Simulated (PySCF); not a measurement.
O2W, SMILES [O]=[W]=[O], multiplicity 1. Atoms are numbered in the order given.

```xyz
3

W      0.0000     0.0000     0.1832
O      0.0000     1.3229    -0.8471
O      0.0000    -1.3229    -0.8471
```

Coordinates come from a PBE0-D3(BJ)/def2-TZVP optimisation. The multiplicity is an assumed one; other spin states were not compared. The def2 effective core potentials stand for the cores of W; spin–orbit coupling is left out.

Level of theory: PySCF with PBE/def2-TZVPD.

Mulliken values depend strongly on the basis, most of all with diffuse functions as here. ESP charges are fitted to the potential on shells at 1.4 to 2.0 van der Waals radii. Atomic charges (e):

```json
[
 {"atom": "W1", "Mulliken": "0.67", "ESP fit": "(withheld)"},
 {"atom": "O2", "Mulliken": "-0.33", "ESP fit": "(withheld)"},
 {"atom": "O3", "Mulliken": "-0.33", "ESP fit": "(withheld)"}
]
```

Problem. Some entries are withheld; supply them. (Estimate from the structure and the level; the computed values follow.)

Solution. 
- W1, ESP fit: 0.57
- O2, ESP fit: -0.28
- O3, ESP fit: -0.28
